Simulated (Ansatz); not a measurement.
`OC#C[SiH3]`, relaxed with RKS PBE-D4/def2-SVP in Ansatz 0.2.0 from a rough embedded geometry. The force threshold is 0.03 eV/Å; the program also tests the step.

The species carries charge 0 and has multiplicity 1.

Start:

```xyz
8

O    -1.984   -2.003   -0.383
C    -1.003   -1.074   -0.216
C    -0.124   -0.240   -0.028
Si    1.150    0.929    0.303
H    -2.753   -1.531   -0.812
H     2.429    0.624   -0.494
H     0.755    2.311   -0.100
H     1.530    0.984    1.731
```

```json
{"step": "1", "energy (eV)": "-12046.8075", "largest force (eV/Å)": "2.880", "largest move (Å)": "0.000"}
{"step": "2", "energy (eV)": "-12046.9367", "largest force (eV/Å)": "0.974", "largest move (Å)": "0.032"}
{"step": "3", "energy (eV)": "-12046.9638", "largest force (eV/Å)": "0.137", "largest move (Å)": "0.019"}
{"step": "4 (rejected)", "energy (eV)": "-12046.9630", "largest force (eV/Å)": "0.348", "largest move (Å)": "0.025"}
{"step": "5", "energy (eV)": "-12046.9660", "largest force (eV/Å)": "0.059", "largest move (Å)": "0.012"}
{"step": "6", "energy (eV)": "-12046.9676", "largest force (eV/Å)": "0.012", "largest move (Å)": "0.022"}
```

End:

```xyz
8

O    -1.964   -1.975   -0.400
C    -1.049   -1.062   -0.214
C    -0.145   -0.250   -0.011
Si    1.191    0.951    0.297
H    -2.752   -1.575   -0.822
H     2.422    0.602   -0.496
H     0.737    2.327   -0.110
H     1.560    0.981    1.755
```

It took 7 s on 4 threads of a server CPU on a shared host, with 0.16 GiB of host memory at the peak.
